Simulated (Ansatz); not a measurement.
An input meant for [5.6]paracyclophane, `c1cc2ccc1CCCCCCc1ccc(cc1)CCCCC2` (charge 0, singlet; atoms displaced at random, 0.03 Å in each coordinate).

```yaml
crystal:
  periodic: [false, false, false]
  atoms:
    - {symbol: C, position_ang: [-2.363890, 0.460539, 1.118879]}
    - {symbol: C, position_ang: [-1.898293, 1.824594, 1.081626]}
    - {symbol: C, position_ang: [-1.859823, 2.533592, -0.032209]}
    - {symbol: C, position_ang: [-2.296607, 1.917418, -1.290544]}
    - {symbol: C, position_ang: [-2.744324, 0.620491, -1.217453]}
    - {symbol: C, position_ang: [-2.866854, -0.104401, -0.013155]}
    - {symbol: C, position_ang: [-3.329425, -1.568757, -0.058219]}
    - {symbol: C, position_ang: [-2.251447, -2.636576, -0.249130]}
    - {symbol: C, position_ang: [-1.239699, -2.765614, 0.805821]}
    - {symbol: C, position_ang: [-0.384772, -3.963918, 0.684605]}
    - {symbol: C, position_ang: [0.623842, -4.073597, -0.487624]}
    - {symbol: C, position_ang: [2.080297, -3.500664, -0.157183]}
    - {symbol: C, position_ang: [2.243802, -2.048654, 0.053779]}
    - {symbol: C, position_ang: [2.449157, -1.168549, -1.013882]}
    - {symbol: C, position_ang: [2.644934, 0.121432, -0.892462]}
    - {symbol: C, position_ang: [2.671848, 0.816315, 0.352415]}
    - {symbol: C, position_ang: [2.368040, -0.092954, 1.435178]}
    - {symbol: C, position_ang: [2.149783, -1.443220, 1.283297]}
    - {symbol: C, position_ang: [2.926186, 2.243583, 0.512920]}
    - {symbol: C, position_ang: [1.678817, 3.139288, 0.473579]}
    - {symbol: C, position_ang: [1.046930, 3.195589, -0.912625]}
    - {symbol: C, position_ang: [-0.091082, 4.128453, -1.047823]}
    - {symbol: C, position_ang: [-1.245892, 3.916935, -0.063580]}
    - {symbol: H, position_ang: [-2.358914, -0.104175, 2.093215]}
    - {symbol: H, position_ang: [-1.507452, 2.217821, 2.044701]}
    - {symbol: H, position_ang: [-2.339703, 2.493094, -2.219488]}
    - {symbol: H, position_ang: [-3.210666, 0.138407, -2.215010]}
    - {symbol: H, position_ang: [-3.797277, -1.798028, 0.910695]}
    - {symbol: H, position_ang: [-4.179843, -1.678674, -0.835376]}
    - {symbol: H, position_ang: [-2.763028, -3.622501, -0.414153]}
    - {symbol: H, position_ang: [-1.783737, -2.392948, -1.317518]}
    - {symbol: H, position_ang: [-0.571312, -1.779731, 0.752457]}
    - {symbol: H, position_ang: [-1.716212, -2.758881, 1.799034]}
    - {symbol: H, position_ang: [0.161668, -4.125987, 1.647430]}
    - {symbol: H, position_ang: [-1.041510, -4.907073, 0.659665]}
    - {symbol: H, position_ang: [0.767461, -5.139174, -0.726556]}
    - {symbol: H, position_ang: [0.239191, -3.581886, -1.315136]}
    - {symbol: H, position_ang: [2.458461, -3.986280, 0.858750]}
    - {symbol: H, position_ang: [2.755083, -3.878547, -0.948316]}
    - {symbol: H, position_ang: [2.533319, -1.687725, -2.126802]}
    - {symbol: H, position_ang: [2.933974, 0.734518, -1.784587]}
    - {symbol: H, position_ang: [2.330826, 0.391252, 2.474225]}
    - {symbol: H, position_ang: [1.934733, -2.037286, 2.264283]}
    - {symbol: H, position_ang: [3.670095, 2.576399, -0.171865]}
    - {symbol: H, position_ang: [3.441452, 2.397542, 1.496660]}
    - {symbol: H, position_ang: [1.983878, 4.186625, 0.780144]}
    - {symbol: H, position_ang: [0.969169, 2.794626, 1.271428]}
    - {symbol: H, position_ang: [0.666870, 2.157703, -1.178674]}
    - {symbol: H, position_ang: [1.796870, 3.436547, -1.687458]}
    - {symbol: H, position_ang: [0.241854, 5.203821, -0.971012]}
    - {symbol: H, position_ang: [-0.545931, 4.133340, -2.077197]}
    - {symbol: H, position_ang: [-0.992957, 4.251725, 0.910333]}
    - {symbol: H, position_ang: [-2.114800, 4.746446, -0.309354]}
basis:
  gaussian: {orbitals: def2-mTZVPP, fitting: {mean_field: def2-universal-jkfit}, final_grid: {core_spheres: 20, valence_spheres: 16, degree: 47}}
magnetization: {spin_polarized: true, initial_magnetization: 0}
hamiltonian: {xc: {name: B3LYP-D3}}
scf: {omitted_lower_state_checks: [starts]}
output: {forces: true}
```

```sh
$ ansatz run in.yaml --threads 4 --pin off --events-out ev --progress --plain --max-ram 46080MiB --backend cuda --devices 0, --max-vram 37GiB
```

It prints (some lines left out):

```
Error: YAML parse error: error: line 60 column 19: hamiltonian.xc: no functional is named "B3LYP-D3"; the names, which are not case-sensitive, are SVWN5, SPW92, PBE, PBE0, PBEsol, revPBE, revPBE0, RPBE, rPW86-PBE, HSE06, wPBEh, LC-wPBE, HISS, HF, BLYP, B3LYP, B3LYP5, BHLYP, CAM-B3LYP, r2SCAN, r2SCANh, r2SCAN0, r2SCAN50, m-r2SCAN, B97, wB97, wB97X, wB97X-V, B97M-V, wB97M-V, B2PLYP, B2GP-PLYP, PBE0-DH, PBE-QIDH
58 |   gaussian: {orbitals: def2-mTZVPP, fitting: {mean_field: def2-universal-jkfit}, fi…
59 | magnetization: {spin_polarized: true, initial_magnetization: 0}
60 | hamiltonian: {xc: {name: B3LYP-D3}}
61 | scf: {omitted_lower_state_checks: [starts]}
62 | output: {forces: true}
```

Question: What is wrong with this run?

Answer: The method's name isn't one that the program takes here. The input was rejected before any iteration.
